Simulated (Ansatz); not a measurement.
`B[N]([GeH3])CF` + `OC(F)F` → `FCOC(F)F` + `B[NH][GeH3]`  (substitution at a C–N bond)

Calculated with Ansatz (gas phase, PBE0-D4/def2-TZVP geometries, no zero-point term in ΔE). CCSD(T)/CBS is the MP2 limit (def2-TZVPP, def2-QZVPP) plus CCSD(T) − MP2 in def2-TZVPP, frozen cores. Functionals use def2-TZVPP. B3LYP here is the variant with VWN-RPA as its local correlation; programs differ in this. For Ge outer-core shells are correlated without core-valence functions, which leaves a few kJ/mol of doubt a bond. Scalar relativity is left out up to krypton. One conformer a species, not always the lowest.

| level | ΔE (kJ/mol) |
| --- | --- |
| ωB97X-V | 15.3 |
| ωB97M-V | 16.8 |
| PBE | 16.3 |
| r2SCAN | 14.3 |
| B3LYP | 12.3 |
| CCSD(T)/def2-TZVPP | 18.5 |
| HF/def2-QZVPP | 4.4 |
| MP2/CBS(def2) | 23.9 |

**Question.** What does CCSD(T)/CBS give? (Best estimate.)

**Answer.** Ansatz gave: +19.6 kJ/mol. The listed levels differ from it by -4.3, -2.8, -3.3, -5.3, -7.3, -1.1, -15.2, 4.3 kJ/mol.

Largest T1 diagnostic among the species: 0.013.

The D4 term adds +4.9 kJ/mol with B3LYP and +2.6 kJ/mol with PBE0; it sums over pairs of atoms, weighted by their polarisabilities, and B3LYP, whose exchange is more repulsive, gets the larger term. In def2-TZVPP, CCSD(T) changes the Hartree–Fock value by +13.8 kJ/mol (the triples alone add +1.6 kJ/mol) and MP2 by +18.1 kJ/mol.
